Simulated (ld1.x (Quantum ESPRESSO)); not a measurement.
# An all-electron radial function and its pseudo partner (W (Z = 74))

Columns: radius, all-electron u(r) and pseudo u(r) of the 5p shell (level -59.30 eV) of tungsten in the configuration [Kr] 4d10 4f14 5s2 5p6 5d4 6s0 6p0; PBE, scalar-relativistic, RRKJ scheme, ld1.x (Quantum ESPRESSO) 7.5.

```json
{"r (bohr)": "0.108", "all-electron": "-0.2399", "pseudo": "-0.0256"}
{"r (bohr)": "0.215", "all-electron": "-0.0923", "pseudo": "-0.0987"}
{"r (bohr)": "0.322", "all-electron": "0.4642", "pseudo": "-0.2108"}
{"r (bohr)": "0.430", "all-electron": "0.4818", "pseudo": "-0.3512"}
{"r (bohr)": "0.538", "all-electron": "0.1324", "pseudo": "-0.5036"}
{"r (bohr)": "0.645", "all-electron": "-0.2870", "pseudo": "-0.6509"}
{"r (bohr)": "0.752", "all-electron": "-0.6347", "pseudo": "-0.7808"}
{"r (bohr)": "0.860", "all-electron": "-0.8711", "pseudo": "-0.8833"}
{"r (bohr)": "0.968", "all-electron": "-0.9990", "pseudo": "-0.9502"}
{"r (bohr)": "1.075", "all-electron": "-1.0417", "pseudo": "-0.9792"}
{"r (bohr)": "1.182", "all-electron": "-1.0250", "pseudo": "-0.9726"}
{"r (bohr)": "1.290", "all-electron": "-0.9693", "pseudo": "-0.9351"}
{"r (bohr)": "1.398", "all-electron": "-0.8912", "pseudo": "-0.8738"}
{"r (bohr)": "1.505", "all-electron": "-0.8035", "pseudo": "-0.7976"}
{"r (bohr)": "1.612", "all-electron": "-0.7133", "pseudo": "-0.7134"}
{"r (bohr)": "1.720", "all-electron": "-0.6249", "pseudo": "-0.6269"}
{"r (bohr)": "1.828", "all-electron": "-0.5421", "pseudo": "-0.5439"}
{"r (bohr)": "1.935", "all-electron": "-0.4673", "pseudo": "-0.4682"}
{"r (bohr)": "2.042", "all-electron": "-0.4003", "pseudo": "-0.4005"}
{"r (bohr)": "2.150", "all-electron": "-0.3406", "pseudo": "-0.3406"}
{"r (bohr)": "2.258", "all-electron": "-0.2885", "pseudo": "-0.2885"}
{"r (bohr)": "2.365", "all-electron": "-0.2437", "pseudo": "-0.2437"}
{"r (bohr)": "2.472", "all-electron": "-0.2052", "pseudo": "-0.2052"}
{"r (bohr)": "2.580", "all-electron": "-0.1720", "pseudo": "-0.1720"}
{"r (bohr)": "2.688", "all-electron": "-0.1439", "pseudo": "-0.1439"}
{"r (bohr)": "2.795", "all-electron": "-0.1202", "pseudo": "-0.1202"}
```

**Question.** How many radial nodes do the two functions have?

**Answer.** The all-electron 5p function has n − l − 1 = 3 (the table is too coarse to show those close to the nucleus); the pseudo-wave has 0, since the states of the same l below it are removed with the core.

**Question.** At about which radius was the pseudo-wave matched?

**Answer.** 2.15 bohr. The columns agree to 0.0005 from 2.04 bohr on; several derivatives are matched, so the curves merge somewhat inside the radius.

**Question.** Where does each function peak?

**Answer.** Outermost all-electron maximum near 1.07 bohr, pseudo maximum near 1.07 bohr (to the table’s step).

**Question.** Is the pseudo-wave norm-conserving?

**Answer.** Yes: the RRKJ scheme keeps the norm inside the radius equal to the all-electron one, which fixes the energy derivative of the logarithmic derivative at the level.
